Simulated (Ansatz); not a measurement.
## Molecular dynamics of BClF₄H, charge -1

Input:

```yaml
crystal:
  periodic: [false, false, false]
  atoms:
    - { symbol: F, position_ang: [0.738325, 0.809143, 0.300748] }
    - { symbol: B, position_ang: [0.050193, -0.07638, -0.700425] }
    - { symbol: F, position_ang: [0.347111, -1.446128, -0.311159] }
    - { symbol: F, position_ang: [-1.453161, 0.16023, -0.64994] }
    - { symbol: F, position_ang: [0.567097, 0.592994, -1.889191] }
    - { symbol: Cl, position_ang: [-0.294603, -0.188296, 2.614506] }
    - { symbol: H, position_ang: [0.292266, 0.445377, 1.337547] }
total_charge: -1
magnetization:
  spin_polarized: true
basis:
  gaussian: { orbitals: STO-3G }
hamiltonian:
  xc: pbe
  dispersion: d4
md:
  timestep: 0.5
  n_steps: 266
  ensemble: nvt_nose_hoover
  temperature: 300.0
  initial_velocities: maxwell_boltzmann
  seed: 903120
  nose_hoover: { tau: 300.0, chain_length: 5 }
```

Command:

```bash
$ ansatz run input.yaml --threads 1 --pin off --max-ram 2048MiB --backend cpu --events-out ev --progress --plain --runs-dir out
```

It goes on from the last frame of an earlier run, with new velocities.

Output, in part (step lines, the closing report, with atoms numbered from 0):

```
md step     0: t =     0.00 fs  T =   300.0 K  F+E_penalty+E_count = -23766.79245782 eV  E_kin = 0.193890 eV  conserved = -23766.59856782 eV  (23 SCF iters)
[... lines left out ...]
Total energy: -23767.05872578 eV, -873.4232982815 hartree
Atom 0 at     0.631185     0.508394     0.426279 Å, force     0.086081     0.150903    -0.340508 eV/Å
Atom 1 at    -0.027259    -0.158895    -0.921851 Å, force     1.067851    -0.469832     2.511173 eV/Å
Atom 2 at     0.399653    -1.463728    -0.747232 Å, force     0.213415    -0.272067    -0.938919 eV/Å
Atom 3 at    -1.339063     0.036735    -0.785343 Å, force    -2.859332    -0.150939     0.206030 eV/Å
Atom 4 at     0.530674     0.738087    -1.734807 Å, force     1.616204     0.851546    -2.922209 eV/Å
Atom 5 at    -0.276942     0.002621     2.839102 Å, force    -0.518741    -0.246301     0.686002 eV/Å
Atom 6 at     0.066809     0.209035     1.308657 Å, force     0.394523     0.136690     0.798431 eV/Å
Dipole moment:     0.115872     0.028819    -0.935937 e Å
```

The steps, from the saved trajectory:

```tsv
time (fs)	T (K)	potential energy less start (eV)	conserved less start (meV/atom)
0.0	300	0.000	0.00
4.0	424	-0.080	-0.01
8.0	862	-0.364	-0.07
12.0	1001	-0.454	-0.10
16.0	746	-0.290	-0.02
20.0	608	-0.202	-0.05
24.0	636	-0.220	-0.01
28.0	988	-0.450	-0.10
32.0	893	-0.391	-0.08
36.0	499	-0.138	0.00
40.0	563	-0.181	0.00
44.0	965	-0.444	-0.10
48.0	940	-0.431	-0.08
52.0	594	-0.210	-0.02
56.0	485	-0.142	-0.07
60.0	338	-0.049	0.00
64.0	583	-0.210	-0.06
68.0	832	-0.374	-0.10
72.0	654	-0.263	-0.03
76.0	601	-0.232	-0.01
80.0	927	-0.448	-0.04
84.0	1240	-0.657	-0.13
88.0	972	-0.492	-0.05
92.0	769	-0.367	-0.06
96.0	631	-0.283	-0.04
100.0	686	-0.324	-0.06
104.0	848	-0.436	-0.09
108.0	664	-0.323	-0.06
112.0	455	-0.193	-0.02
116.0	565	-0.269	-0.03
120.0	852	-0.461	-0.10
124.0	868	-0.480	-0.07
128.0	667	-0.358	-0.06
132.0	524	-0.272	-0.06
```

All steps were run. The conserved energy stayed within 0.13 meV per atom of its start (net change -0.054 meV per atom), so the integration is sound. The mean temperature of the second half is 151 % above the set value. A run of 0.13 ps of so small a system gives no equilibrium averages. Limits of this set-up: minimal basis, an anion without diffuse functions, the dipole of an ion depends on the origin.

The same pairs are bonded in the first frame and the last. It ends as one piece, BClF4H (total charge -1). Pairs count as bonded within 1.25 times the sum of covalent radii (0.12 Å more for H–H).

Last frame:

```xyz
7
Properties=species:S:1:pos:R:3
F 0.631 0.508 0.426
B -0.027 -0.159 -0.922
F 0.400 -1.464 -0.747
F -1.339 0.037 -0.785
F 0.531 0.738 -1.735
Cl -0.277 0.003 2.839
H 0.067 0.209 1.309
```

Time of the run: 4.1 min on 1 thread of AMD EPYC 9R45 96-Core Processor (Zen 5) (shared host), peak memory 0.14 GiB.
